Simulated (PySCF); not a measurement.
Vertical excitations of a molecule CH8OSi2 from PySCF with TDDFT-PBE/def2-SVPD, as energy in eV (oscillator strength): 5.53 (0.002), 6.12 (0.023), 6.59 (0.023), 6.69 (0.026), 6.70 (0.067), 6.86 (0.006), 6.95 (0.001), 7.20 (0.013), 7.28 (0.024), 7.39 (0.016). Lowest triplet (TDA): 5.29 eV. The structure is a stationary point at B3LYP-D3(BJ)/def2-SVP. The values are those of a single conformer.

**Question.** Which molecule gave these data?
A) C[SiH2]O[SiH3]
B) OC([SiH3])[SiH3]
C) [SiH3]CO[SiH3]
D) C[Si@@H](O)[SiH3]

**Answer.** C, [SiH3]CO[SiH3]
